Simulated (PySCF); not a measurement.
Dipole moment and polarisability of NH3BH2NH2BH2NH2BH3

NH3BH2NH2BH2NH2BH3, B3H14N3.
Structure used (PBE0-D3(BJ)/def2-SVP), in Å, numbered top down from 1:
```xyz
20
B3H14N3 angstrom
B     -1.468   -0.048    1.198
N     -1.858   -0.034   -0.353
B     -0.727    0.040   -1.453
N      0.304    1.167   -0.996
B      1.746    0.750   -0.523
N      1.561   -0.537    0.400
H     -2.488   -0.038    1.873
H     -0.827   -1.084    1.417
H     -0.786    0.954    1.447
H     -2.527    0.723   -0.498
H     -2.397   -0.879   -0.542
H     -0.172   -1.054   -1.515
H     -1.213    0.348   -2.534
H      0.419    1.836   -1.755
H     -0.131    1.683   -0.225
H      2.434    0.437   -1.480
H      2.241    1.632    0.164
H      1.354   -1.356   -0.176
H      0.745   -0.447    1.036
H      2.401   -0.720    0.948
```

Level: CAM-B3LYP/def2-SVPD (PySCF), static field, nuclei fixed, core orbitals frozen in the response. The polarisability tensor in these axes (au):

```
x   86.68  1.46 -2.27
y    1.46 73.42 -1.70
z   -2.27 -1.70 79.80
```

**Question.** What are the eigenvalues, a third of the trace, and Δα (Δα² = ½Σ(αi − αj)² over the three pairs)?

**Answer.** Principal values 72.94, 79.34 and 87.62 au; mean 79.97 au = 11.85 Å³ = 13.18 × 10⁻⁴⁰ C²·m²/J; Δα = 12.75 au (16 % of the mean).

**Question.** What is the dipole moment, and where does it point?

**Answer.** (1.23, -0.39, -0.72) D, 1.48 D in size, pointing from the negative to the positive side. Measured along this direction, the outermost atoms are H7 at the negative end and H16 at the positive end.

**Question.** Orientational against electronic polarisability at 298 K (dilute gas, rigid molecules)?

**Answer.** In Gaussian units μ²/3kT = 17.79 Å³ against 11.85 Å³, a ratio of 1.50; the Debye molar polarisation (4π/3)N_A(α + μ²/3kT) is 74.8 cm³/mol, leaving out the vibrational part.

**Question.** Refractivity n − 1 of an ideal gas of it at 298.15 K and 1 atm, from the electronic α?

**Answer.** N = p/kT = 2.4615 × 10¹⁹ cm⁻³, so n − 1 = 2π × N × 11.85 × 10⁻²⁴ cm³ = 1833 × 10⁻⁶ at long wavelengths.

**Question.** Rayleigh depolarisation ratio (linearly polarised light, static tensor)?

**Answer.** ρ = 3Δα²/(45ᾱ² + 4Δα²) = 487.8/(287752 + 650.4) = 0.00169.

**Question.** Form Σ f/ω² (atomic units) for the 10 lowest TDDFT singlets, given as eV and f, and set it beside the mean polarisability, which is this sum over all singlets: 7.14, 0.0250; 7.37, 0.0332; 7.55, 0.0462; 7.61, 0.0144; 7.83, 0.0432; 7.94, 0.0075; 8.01, 0.0117; 8.04, 0.0099; 8.18, 0.0268; 8.37, 0.0190.

**Answer.** They add up to 2.96 au, 3.7 % of the 79.97 au; the largest single term is 0.60 au, from the state at 7.55 eV. Terms in order: 0.36, 0.45, 0.60, 0.18, 0.52, 0.09, 0.14, 0.11, 0.30, 0.20 au. Higher excitations give the rest. The strengths listed sum to 0.237.

One conformer (not necessarily the lowest) at the PBE0-D3(BJ)/def2-SVP geometry, without solvent, vibrations or thermal averaging.

The run behind these numbers computed excited states and ΔSCF ions as well. On one thread, Arm Neoverse V1 (aarch64), no GPU, shared host with 32 logical CPUs at a one-minute load of 20, this took 6.7 min of wall time and 1.5 GiB of memory at its peak.
